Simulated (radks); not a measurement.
The numbers below are computed, except where a source is named.
All-electron atom: neutral potassium in [Ar] 4s1.

Code: a radial shooting solver on a logarithmic mesh with Libxc functionals. Model: non-relativistic Kohn-Sham, BLYP, spin-polarised, spherical densities, point nucleus; open shells are filled with parallel spins first.

Energy parts (eV):
| part | energy |
|---|---|
| total | -16324.921 |
| kinetic | 16308.635 |
| electron-nucleus | -38735.982 |
| Hartree | 7012.056 |
| exchange-correlation | -909.630 |

Orbitals (lengths in bohr, moments of r in powers of bohr; <r^-3> diverges for s and p1/2):
orbital  occ.  eigenvalue (eV)      <r>     <r^2>  <r^-3>      <r^4>
1s up       1        -3506.534  0.08155  0.008931       -  0.0002048
1s down     1        -3506.518  0.08155  0.008931       -  0.0002048
2s up       1        -350.2854   0.3903    0.1805       -    0.05805
2s down     1        -350.2687   0.3903    0.1805       -    0.05804
2p up       3        -279.9312   0.3514    0.1531   152.2    0.04917
2p down     3        -279.9148   0.3514    0.1531   152.2    0.04916
3s up       1         -34.7178    1.275     1.885       -      5.946
3s down     1         -34.6704    1.275     1.884       -      5.925
3p up       3         -18.5781    1.440     2.474   14.24      11.45
3p down     3         -18.5221    1.438     2.463   14.26      11.28
4s up       1          -2.4039    4.875     27.46       -       1272

The highest occupied level is 4s up at -2.404 eV. The electron density at the nucleus is 4547 e/bohr^3.
